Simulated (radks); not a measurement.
Values are calculated unless marked as measured or tabulated.
Spin polarisation of the 4d8 shell in Pd2+. Start: [Kr] 4d(up 4, down 4); electrons of 4d are moved from spin down to spin up, other shells keep equal spins. Code: a radial shooting solver on a logarithmic mesh with Libxc functionals. Model: scalar-relativistic Kohn-Sham, PBE, spin-polarised, spherical densities, point nucleus.

moment (Bohr magnetons)  E - E(0) (eV)  e(4d up) (eV)  e(4d down) (eV)  4p down minus up (eV)  4s down minus up (eV)
0                                0.000        -27.326          -27.326                  0.000                  0.000
0.5                             -0.046        -27.504          -27.138                  0.377                  0.363
1                               -0.183        -27.675          -26.943                  0.755                  0.726
1.5                             -0.412        -27.838          -26.738                  1.133                  1.089
2                               -0.733        -27.992          -26.524                  1.513                  1.453

At moment 2 the spin-polarisation energy is -0.733 eV and the 4d exchange splitting 1.468 eV, that is 0.734 eV per Bohr magneton; E = -I m^2/4 would give I = 0.733 eV.
